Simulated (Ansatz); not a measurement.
H3Cl3Si2 (SMILES Cl[SiH2][SiH](Cl)Cl), singlet, at a GFN2-xTB geometry; CASSCF(2,2)/STO-3G run with Ansatz (an electronic-structure program).

The Ansatz input:
Ansatz 0.2 input:
```yaml
crystal:
  periodic: [false, false, false]
  atoms:
    - {symbol: Si, position_ang: [1.49548376, 0.21820303, -0.36873147]}
    - {symbol: Cl, position_ang: [2.57850744, -0.46897700, 1.18344916]}
    - {symbol: Si, position_ang: [-0.75592712, 0.27732293, 0.20646352]}
    - {symbol: Cl, position_ang: [-1.72914080, 1.51162886, -1.07309414]}
    - {symbol: Cl, position_ang: [-1.61755240, -1.54872788, 0.06188750]}
    - {symbol: H, position_ang: [1.78688735, -0.64789570, -1.51395352]}
    - {symbol: H, position_ang: [2.00165352, 1.55358401, -0.69004275]}
    - {symbol: H, position_ang: [-1.08317558, 0.76024099, 1.54762513]}
basis:
  gaussian:
    orbitals: STO-3G
hamiltonian:
  xc: hf
magnetization: {spin_polarized: false}
correlation: {active_space: {window: {electrons: 2, orbitals: 2}}}
```

**Question.** Write the output that Ansatz gives for this input, abridged.

**Answer.** 
```
Functional definition: HF
523 factors; integrals over basis functions are off by at most 3.7e-5 eV
mean field evaluation 1: about -52701.9298 eV, gradient 2.4e1 eV
mean field evaluation 2: about -52701.9780 eV, gradient 2.4e1 eV
mean field evaluation 4: about -52704.9739 eV, gradient 9.6e-1 eV
mean field evaluation 8: about -52704.9804 eV, gradient 8.6e-7 eV
mean field -52704.98038300 eV, -1936.8723043564 hartree, gradient 2.4e-6 eV, S^2 0.000000; 0 other end points of the search recorded, 0 dependent functions left out
reference -52704.98038300 eV, -1936.8723043564 hartree; 41, 41 occupied and 7, 7 virtual orbitals, 523 factors
state -52705.25086756 eV, -1936.8822444806 hartree
Total energy: -52705.25086756 eV, -1936.8822444806 hartree
```
